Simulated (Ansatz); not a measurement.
# Reading a saddle point

A first-order saddle point of Si$_{2}$H$_{6}$ClOF$_{3}$, closed shell, PBE0-D4/def2-TZVP, with one imaginary mode of 650i cm⁻¹:

```xyz
13
angstrom
Si -0.4527 0.9853 -0.6193
Si -0.8215 -0.7097 1.1858
F 0.3502 0.6975 -1.9921
F -1.0415 2.4541 -0.4819
Cl -2.3017 0.1513 -1.2981
H 2.0330 0.0841 -0.1209
F 0.9723 1.4348 0.1904
H 0.6972 -0.7634 -0.0267
O 1.8233 -0.8579 -0.3479
H -1.6754 0.3565 1.7772
H 0.2225 -1.0333 2.2051
H -1.6015 -1.9193 0.8485
H 1.7957 -0.8798 -1.3198
```

Computed with Ansatz 0.2.0 (basis: def2-TZVPP and def2-QZVPP); correlated methods freeze the cores. Extrapolation: Hartree–Fock as exp(−7.88 √X), correlation as X^−2.97.

Problem. Which contacts change along the imaginary mode, and what lies on either side? (Judge from chemistry; the calculation decides.)

Solution. Computed: The step is Si₂H₃ClF₂ ([F][Si]([F])([SiH3])[Cl]) + H₂O + HF → SiClF₃ ([F][Si]([F])([F])[Cl]) + SiH₄ + H₂O, with the molecules in contact on both sides. Shortening one way: Si1–F7, Si2–H8, H6–O9; lengthening the same way: Si1–Si2, H6–F7, H8–O9.
| pair | one side (Å) | saddle (Å) | other side (Å) |
| --- | --- | --- | --- |
| Si1–F7 | 2.98 | 1.70 | 1.57 |
| Si2–H8 | 5.26 | 1.94 | 1.49 |
| H6–O9 | 1.57 | 0.99 | 0.96 |
| Si1–Si2 | 2.33 | 2.50 | 4.58 |
| H6–F7 | 0.96 | 1.75 | 2.83 |
| H8–O9 | 0.96 | 1.17 | 3.00 |

Problem. Which side is lower, and how far does the saddle lie above each? (An estimate is asked for; the value comes from the calculation.)

Solution. By the calculation: The side with Si1–F7, Si2–H8, H6–O9 short is lower by 1.125 eV; the saddle lies 2.866 eV above it and 1.741 eV above the other (CCSD(T) at an estimated basis limit (MP2 extrapolated from triple and quadruple zeta, plus CCSD(T) − MP2 in triple zeta); electronic energies).

No T1 diagnostic of these runs exceeds 0.013.

Labels in which every atom is bracketed show which atoms are joined, not bond orders.

For scale, one of the runs: CCSD(T)/def2-TZVPP, 334 basis functions, launched by `ansatz run in.yaml --threads 4 --pin off --events-out ev --progress --plain --max-ram 66560MiB --backend cuda --devices 0, --max-vram 37GiB`. Time: 11 s of wall clock on 4 CPU threads of an AMD EPYC 7R13 and a share of one NVIDIA H100; the host was shared. Peak host memory: 0.84 GiB.
